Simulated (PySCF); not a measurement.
Radiative rates from a computed spectrum

Species: C₄H₁₀OSSi₂.
SMILES: `CC(=S)[Si@H]1CC[SiH2]O1`

Method used: TDDFT CAM-B3LYP/def2-SVPD, vertical, gas phase, core orbitals frozen in the response in PySCF 2.14.0, density-fitted response routines. Geometry: PBE0-D3(BJ)/def2-SVP, one conformer, isolated molecule.

Computed singlets with f of 0.002 or more:

| state | λ (nm) | f |
| --- | --- | --- |
| S2 | 236.3 | 0.082 |
| S3 | 234.3 | 0.050 |
| S4 | 205.8 | 0.029 |
| S5 | 199.2 | 0.092 |
| S6 | 191.2 | 0.066 |
| S7 | 190.1 | 0.064 |
| S8 | 184.5 | 0.041 |
| S9 | 182.8 | 0.0047 |
| S10 | 180.3 | 0.040 |

Q: Turn these into Einstein A coefficients, radiative lifetimes, transition dipoles and integrated cross-sections.

A: For one non-degenerate pair of states in vacuum, A = 0.6670 f ν̃² s⁻¹ with ν̃ in cm⁻¹, τ = 1/A, |μ|² = 3f / (2ΔE) in atomic units, and the integrated cross-section is ∫σ dE = 109.76 f Mb·eV.

```csv
state,A (s⁻¹),τ,|μ| (D),∫σ dE (Mb·eV)
S2,9.8×10⁷,10 ns,2.03,9
S3,6.1×10⁷,16 ns,1.58,5.5
S4,4.6×10⁷,22 ns,1.13,3.2
S5,1.5×10⁸,6.5 ns,1.97,10
S6,1.2×10⁸,8.3 ns,1.64,7.2
S7,1.2×10⁸,8.4 ns,1.61,7.1
S8,8.1×10⁷,12 ns,1.27,4.5
S9,9.3×10⁶,110 ns,0.43,0.51
S10,8.1×10⁷,12 ns,1.23,4.4
```

Leading configurations: S2 H-1→L (61%); S3 H-3→L (32%); S4 H-2→L (39%); S5 H→L+3 (41%); S6 H-2→L (35%); S7 H-4→L (41%); S8 H→L+3 (24%); S9 H-3→L (29%); S10 H→L+6 (33%) (H = HOMO, L = LUMO).

The rates are for emission to S0 at the absorption energy, with no other channel.

Q: Suppose S2 emitted 0.3 eV lower with the same transition dipole. How would A change?

A: At fixed |μ|, A goes as the cube of the energy: (4.95/5.25)³ = 0.84, which makes τ about 12 ns.

Q: What is the integrated cross-section of all computed states together?

A: Σf = 0.469 over S1 to S10, so 109.76 × Σf ≈ 51.5 Mb·eV.

Q: Which computed singlets stay under f = 0.002?

A: S1 (2.20 eV, f 0.0001).

All these states lie below the vertical ionisation energy of 8.48 eV (ΔSCF).
